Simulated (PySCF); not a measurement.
# Reading the logs of faulty runs: CGeH5N2

These are calculations, not measurements. They come from PySCF 2.14.0, an open-source quantum chemistry program, on an isolated molecule that a program drew, which may never have been made. The molecule is CGeH5N2 (charge 0, doublet), drawn as the SMILES string `[CH2][NH][GeH]=[NH]`.

Each row is a Hartree-Fock (HF) and frozen-core CCSD(T) single point in the cc-pVDZ basis, meant for a local HF minimum. Run 1 is clean. Each other run has one planted mistake out of seven kinds, and not every kind appears here: one electron removed, one electron added, multiplicity raised by two, geometry at a saddle point, minimal basis STO-3G, one bond length entered in bohr, all coordinates scaled. The reference is restricted for singlets and unrestricted otherwise, and also for a bond in bohr. Adding or removing an electron swaps singlet and doublet. Electrons count all cores. HOMO and LUMO are orbital energies over both spins, the gradient is its largest component, and the lowest frequency (negative if imaginary) is given only where the gradient is small. Bond lengths are over the 8 bonds as drawn. T1 is the CCSD diagnostic: over 0.02 (restricted) or 0.045 (unrestricted) a single reference is doubtful. Germanium has the cc-pVDZ-PP basis, with a core potential (ECP10MDF) in place of its 10 inner electrons, and its 3s, 3p and 3d shells are frozen in CCSD(T).

Geometry of the clean run:
```xyz
9
CGeH5N2, angstrom
C     1.1664    1.9305    0.5410
N     0.0986    1.2752    0.6241
Ge   -0.0966   -0.9058    0.3273
N     1.8102   -0.9710    0.3260
H     2.0901    1.3867    0.3761
H     1.1880    3.0145    0.6312
H    -0.7276    1.8330    0.7744
H    -0.2801   -1.0540    1.9015
H     2.1356   -1.9336    0.3758
```

```
run,electrons,basis functions,<S^2>,HOMO (eV),LUMO (eV),gradient (hartree/bohr),lowest frequency (cm^-1),mean bond (Å),longest bond (Å),T1,HF (hartree),CCSD(T) (hartree),mistake
1,57,90,0.766,-7.70,3.03,4.5e-05,121,1.3954,2.210,0.0249,-442.99390,-443.58895,no fault
2,58,90,0.000,-0.35,7.62,4.9e-02,-,1.3954,2.210,0.0306,-442.91855,-443.56135,one electron added
3,56,90,0.000,-15.03,-5.94,4.1e-02,-,1.3954,2.210,0.0534,-442.69401,-443.32892,one electron removed
4,57,90,2.687,-8.41,1.11,1.9e-02,-,1.5350,2.373,0.0414,-442.82251,-443.34841,?
5,57,90,0.768,-7.29,3.36,1.6e-01,-,1.2684,2.009,0.0307,-442.90677,-443.48396,?
```

**Which mistake was planted in run 4, and what did it cost?**

The mean bond changes by a factor of 1.100 and the longest by 1.074, so the molecule wasn't scaled as a whole. A length L in bohr read as angstrom grows by (1/0.5292 - 1) L = 0.890 L. The 8 bonds together grew by 8 x 0.1396 = 1.117 Å, which gives L = 1.255 Å. That is bond C1-N2, 1.256 Å in the clean geometry. So the mistake is: one bond length entered in bohr. Subtracting run 1 and multiplying by 627.51 kcal/mol a hartree, the energy moved by 107.5 kcal/mol in HF and 150.9 kcal/mol in CCSD(T).

**Which mistake was planted in run 5, and what did it cost?**

The mean and the longest bond both change by the same factor, 0.909, and the gradient is no longer small. So the mistake is: all coordinates scaled. Subtracting run 1 and multiplying by 627.51 kcal/mol a hartree, the energy moved by 54.7 kcal/mol in HF and 65.9 kcal/mol in CCSD(T).

Cautions from the logs. Run 2: T1 is over the limit, so its CCSD(T) energy is less reliable and the added electron raises the CCSD(T) energy, so it isn't bound in this basis; run 3: T1 is over the limit, so its CCSD(T) energy is less reliable.
